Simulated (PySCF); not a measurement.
# GeBrH3: computed shieldings and shifts

GeBrH3, BrGeH3, point group C3v.

Bonds (- single, = double, # triple, : aromatic): Ge1-Br2 2.313 Å. Ge1 carries H3, H4, H5.

GIAO calculations in PySCF on the PBE0-D3(BJ)/def2-SVP structure: isolated species, non-relativistic, equivalent atoms averaged; basis pcSseg-1 (pcSseg-2 on Ge).

Problem. Give the isotropic shieldings (ppm) with B3LYP, PBE, PBE0.

Solution. 
```json
{"atoms": "Br2", "environment": "bromine bonded to Ge", "B3LYP": "2807", "PBE": "2785", "PBE0": "2854"}
{"atoms": "Ge1", "environment": "germanium bonded to Br, 3 H", "B3LYP": "1417", "PBE": "1394", "PBE0": "1457"}
{"atoms": "H3/H4/H5", "environment": "hydrogen on a germanium bonded to Br", "B3LYP": "26.24", "PBE": "25.87", "PBE0": "26.09"}
{"atoms": "HOMO–LUMO gap (eV)", "environment": "–", "B3LYP": "7.03", "PBE": "5.40", "PBE0": "7.57"}
```

Problem. And the chemical shifts, against references computed in the same way?

Solution. 
| atoms | nucleus, reference | B3LYP | PBE | PBE0 |
| --- | --- | --- | --- | --- |
| Br2 | 79Br, HBr | -262 | -233 | -270 |
| H3/H4/H5 | 1H, TMS | 5.14 | 5.32 | 5.17 |

Problem. Which part of the shielding of Br2 depends on the functional?

Solution. Diamagnetic: B3LYP 3122, PBE 3121, PBE0 3121 ppm; paramagnetic: B3LYP -315, PBE -336, PBE0 -267 ppm. The diamagnetic part, set mainly by inner electrons, hardly moves; the paramagnetic part goes with low-lying magnetically allowed excitations and carries the spread.

Problem. What couplings does PBE/pcJ-1 (pcSseg-1 on Br, pcSseg-1 on Ge) give?

Solution. 2J(H3,H4) = 18.6 Hz (averaged over equivalent pairs; isotopes 1H).

Relativistic effects, spin–orbit coupling among them, are left out; they matter for Br, Ge and for the light atoms bonded to it.
